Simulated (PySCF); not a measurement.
# Electric field gradients and quadrupole coupling constants

Compound: CH₉NO₄Si₃.
Z-matrix (Å and degrees, GFN2-xTB geometry), rows numbered from 1:
```
C 
N   1  1.4446
Si  2  1.7102  1  121.36
O   3  1.6260  2  105.85  1   179.96
Si  4  1.6203  3  128.63  2  -126.94
O   5  1.6219  4  109.67  3     5.99
Si  6  1.6252  5  131.65  4    -3.19
O   7  1.6105  6  111.26  5   127.97
O   3  1.6236  2  107.20  1    61.76
H   1  1.0912  2  110.06  3  -159.09
H   1  1.0952  2  112.42  3    79.64
H   1  1.0867  2  108.20  3   -39.91
H   2  1.0090  1  111.88  3  -143.40
H   3  1.4606  2  120.23  1   -59.44
H   5  1.4547  4  106.66  3   121.28
H   5  1.4539  4  107.13  3  -109.90
H   7  1.4434  6  109.43  5  -114.04
H   8  0.9553  7  121.46  6   -64.41
```

Field gradients from the PBE0/pcSseg-1 density (PySCF, non-relativistic), principal values in atomic units, ordered |Vxx| ≤ |Vyy| ≤ |Vzz|:

```tsv
atom	Vxx	Vyy	Vzz
N2	0.2833	0.6928	-0.9761
O4	-0.1669	-0.6872	0.8541
O6	-0.2571	-0.6058	0.8629
O8	-0.4213	-1.0965	1.5177
O9	-0.2195	-0.6162	0.8357
```

Question: Find the asymmetry η = (Vxx − Vyy)/Vzz and the couplings χ = eQV/h (234.96 MHz × Q in barn × V in au), with Q(14N) = 0.02044 b, Q(17O) = −0.0256 b.

Answer: 
```csv
atom,environment,nucleus,η,χzz (MHz),χxx (MHz),χyy (MHz)
N2,silicon-bound nitrogen,14N,0.42,-4.688,1.361,3.327
O4,siloxane oxygen,17O,0.61,-5.14,1.00,4.13
O6,siloxane oxygen,17O,0.40,-5.19,1.55,3.64
O8,silanol oxygen,17O,0.44,-9.13,2.53,6.60
O9,siloxane oxygen,17O,0.47,-5.03,1.32,3.71
```

Question: What is Vzz at O4 in SI units (1 au = 9.71736 × 10²¹ V/m²)?

Answer: 0.8541 au = 8.300 × 10²¹ V/m².

Question: And the gradient at the other heavy atoms, for which no coupling is worked out here?

Answer: 
```csv
atom,environment,Vzz (au),η
C1,N-methyl carbon,0.249,0.09
Si3,oxygen-bound silicon,-0.469,0.97
Si5,oxygen-bound silicon,-0.580,0.81
Si7,oxygen-bound silicon,-0.450,0.50
```

Question: What couplings would deuterons (Q(2H) = 0.00286 b) have in place of the hydrogens, at this geometry?

Answer: 
```tsv
atom	bonded to	bond length (Å)	Vzz (au)	η	χzz (kHz)
H10	C1	1.091	0.3045	0.05	205
H11	C1	1.095	0.2956	0.05	199
H12	C1	1.087	0.3078	0.07	207
H13	N2	1.009	0.4190	0.17	282
H14	Si3	1.461	0.1592	0.01	107
H15	Si5	1.455	0.1632	0.01	110
H16	Si5	1.454	0.1638	0.01	110
H17	Si7	1.443	0.1712	0.01	115
H18	O8	0.955	0.5056	0.06	340
```

The structure is a single GFN2-xTB conformer in the gas phase; no vibrational or solvent corrections. GFN2-xTB bond lengths can be off by several hundredths of an ångström, more for odd bonds, and the gradients follow them. With so small a basis the couplings can be 20 % off.

These values come from a run that also computed NMR shieldings. The run took about 2.6 min of CPU time (grids of density and orbitals included) (one thread, shared machine).
